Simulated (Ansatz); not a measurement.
`CO[Si](F)(F)F` and `F[Si](F)(F)O[Si](Cl)(Cl)Cl` differ in one atom or group.

Ansatz, PBE0-D4/def2-TZVP geometries, multiplicity 1. Each molecule was computed in one conformer, which needn't be the lowest.

| property | `CO[Si](F)(F)F` |
| --- | --- |
| HOMO energy (PBE/def2-TZVPP) / eV | -7.74 |
| HOMO–LUMO gap (B3LYP/def2-TZVPP) / eV | 9.58 |
| LUMO energy (B3LYP/def2-TZVPP) / eV | 0.41 |
| HOMO–LUMO gap (PBE/def2-TZVPP) / eV | 7.52 |
| size of the dipole moment (B3LYP/def2-TZVPP) / D | 2.45 |
| HOMO energy (B3LYP/def2-TZVPP) / eV | -9.17 |

Q: Give the same properties after the change, and the shifts. (Best estimate.)

A: Computed: 
```json
{"property": "HOMO energy (PBE/def2-TZVPP) / eV", "`F[Si](F)(F)O[Si](Cl)(Cl)Cl`": "-8.18", "shift": "-0.44"}
{"property": "HOMO–LUMO gap (B3LYP/def2-TZVPP) / eV", "`F[Si](F)(F)O[Si](Cl)(Cl)Cl`": "8.74", "shift": "-0.84"}
{"property": "LUMO energy (B3LYP/def2-TZVPP) / eV", "`F[Si](F)(F)O[Si](Cl)(Cl)Cl`": "-0.58", "shift": "-0.99"}
{"property": "HOMO–LUMO gap (PBE/def2-TZVPP) / eV", "`F[Si](F)(F)O[Si](Cl)(Cl)Cl`": "6.84", "shift": "-0.68"}
{"property": "size of the dipole moment (B3LYP/def2-TZVPP) / D", "`F[Si](F)(F)O[Si](Cl)(Cl)Cl`": "0.71", "shift": "-1.74"}
{"property": "HOMO energy (B3LYP/def2-TZVPP) / eV", "`F[Si](F)(F)O[Si](Cl)(Cl)Cl`": "-9.32", "shift": "-0.15"}
```

With PBE0 the HOMO falls by 0.21 eV and the LUMO falls by 1.08 eV, so the gap narrows by about 0.87 eV. PBE moves the HOMO by -0.44 eV and ωB97M-V by -0.01 eV. Dipoles are sizes alone; their direction can turn.

B3LYP here is the variant with VWN-RPA as its local correlation; programs differ in this.
